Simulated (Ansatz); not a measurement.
Nb3Te4⁺. Total charge 1; singlet. Geometry PBE-D4/def2-SVP.

```csv
atom,x (Å),y (Å),z (Å)
Nb1,-1.0879,-1.1257,-1.6395
Nb2,-1.5223,0.7799,-0.2636
Nb3,0.6254,-0.2882,0.7146
Te4,-1.8510,-1.6235,0.9972
Te5,0.8122,2.1763,-0.5897
Te6,1.5088,-1.7430,-1.3763
Te7,1.5149,1.8242,2.1572
```

In the def2 sets Nb, Te take a core potential; there is no spin–orbit coupling. Another isomer (singlet) lies 2.49 eV lower at PBE0-D4/def2-TZVP; other spin states weren't run for this one.

(1) Estimate the orbital energies around the gap (eV) in Ansatz with PBE-D4/def2-TZVP, r2SCAN-D4/def2-TZVP, PBE0-D4/def2-TZVP.

## Answers

(1) 
```tsv
orbital	PBE-D4/def2-TZVP	r2SCAN-D4/def2-TZVP	PBE0-D4/def2-TZVP
HOMO−9	-10.78	-11.04	-11.79
HOMO−8	-10.46	-10.70	-11.39
HOMO−7	-10.37	-10.63	-11.33
HOMO−6	-9.88	-10.14	-10.89
HOMO−5	-9.76	-9.96	-10.67
HOMO−4	-9.46	-9.66	-10.31
HOMO−3	-9.02	-9.25	-10.04
HOMO−2	-9.01	-9.22	-9.96
HOMO−1	-8.77	-8.91	-9.61
HOMO	-8.63	-8.80	-9.43
LUMO	-7.69	-7.61	-6.95
LUMO+1	-7.55	-7.50	-6.87
LUMO+2	-7.22	-7.14	-6.44
LUMO+3	-6.99	-6.90	-6.27
LUMO+4	-6.66	-6.59	-5.99
LUMO+5	-6.55	-6.41	-5.89
```
